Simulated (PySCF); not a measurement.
Several orderings of computed values.

Each SMILES stands for a single optimised conformer of the isolated species, non-relativistic unless stated; the electronic structure was computed with PySCF and density fitting.

Dipoles, sizes and rotational constants follow the conformer. The torsions of the flexible species, by atom-mapped SMILES:
- `[CH:1]#[C:2][c:3]1[cH:4][cH:5][c:6]([C:7](=[O:8])[Cl:9])[s:10]1`: C5–C6–C7–O8 180°
- `[CH:1]#[C:2][c:3]1[cH:4][s:5][c:6]([C:7](=[O:8])[Cl:9])[cH:10]1`: S5–C6–C7–O8 0°
- `[CH3:1][S:2][c:3]1[n:4][n:5][c:6]([CH3:7])[s:8]1`: C1–S2–C3–N4 0°

(1) Rank by electronic spatial extent ⟨r²⟩ about the centre of nuclear charge, lowest first (PBE0/def2-SVPD at GFN2-xTB geometries).
A. `n1nc(sc1SC)C`
B. `C#Cc1ccc(C(=O)Cl)s1`
C. `O=C1COC1`
D. `CC1=CC=C(Cl)C=C1`
E. `C#Cc1csc(C(=O)Cl)c1`

(2) Give the two extremes of that set in Å².

(3) Rank by HOMO energy, highest first (PBE0/def2-SVPD at GFN2-xTB geometries).
A. `C#Cc1ccc(C(=O)Cl)s1`
B. `Cc1ccc(Cl)cc1`
C. `CSc1nnc(C)s1`
D. `O=C1COC1`

(4) Give the two extremes of that set in hartree.

(5) Rank by lowest singlet excitation, lowest first (TDDFT PBE0/def2-SVPD at GFN2-xTB geometries).
A. `Cc1ccc(Cl)cc1`
B. `O=C1COC1`
C. `CSc1nnc(C)s1`
D. `C#Cc1ccc(s1)C(Cl)=O`

(6) Give the two extremes of that set as wavelengths.

(7) Rank by HOMO–LUMO gap, lowest first (PBE0/def2-SVPD at GFN2-xTB geometries).
A. `O=C1COC1`
B. `CC1=CC=C(Cl)C=C1`
C. `C#CC1=CC=C(C(=O)Cl)S1`
D. `C#CC1=CSC(C(=O)Cl)=C1`
E. `CSc1nnc(C)s1`

(8) By how much do the two ends of that ranking differ?

(9) Rank by lowest triplet excitation (Tamm–Dancoff), highest first (TDA PBE0/def2-SVPD at GFN2-xTB geometries).
A. `CSc1nnc(C)s1`
B. `Cc1ccc(Cl)cc1`
C. `O=C1COC1`
D. `C#CC1=CC=C(C(=O)Cl)S1`

(10) Give the two extremes of that set in kJ/mol.

(11) Rank by smallest rotational constant, lowest first (GFN2-xTB).
A. `C#[NH+]`
B. `c1(nnc(C)s1)SC`
C. `C#Cc1ccc(C(=O)Cl)s1`
D. `Cc1ccc(Cl)cc1`

## Answers

(1) C (342 bohr²), D (1311 bohr²), A (1473 bohr²), E (2129 bohr²), B (2209 bohr²).

(2) `O=C1COC1`: 96 Å²; `C#Cc1ccc(C(=O)Cl)s1`: 619 Å².

(3) C (-6.67 eV), B (-6.93 eV), A (-7.42 eV), D (-7.90 eV).

(4) `O=C1COC1`: -0.290 Eh; `CSc1nnc(C)s1`: -0.245 Eh.

(5) D (4.10 eV), B (4.40 eV), C (4.80 eV), A (5.19 eV).

(6) `C#Cc1ccc(C(=O)Cl)s1`: 303 nm; `Cc1ccc(Cl)cc1`: 239 nm.

(7) C (4.55 eV), D (4.79 eV), E (5.60 eV), B (6.37 eV), A (6.69 eV).

(8) By 2.14 eV, between `O=C1COC1` and `C#Cc1ccc(C(=O)Cl)s1`.

(9) B (3.97 eV), C (3.80 eV), A (3.57 eV), D (2.61 eV).

(10) `C#Cc1ccc(C(=O)Cl)s1`: 251 kJ/mol; `Cc1ccc(Cl)cc1`: 383 kJ/mol.

(11) C (0.453 GHz), B (0.758 GHz), D (0.837 GHz), A (37.323 GHz).
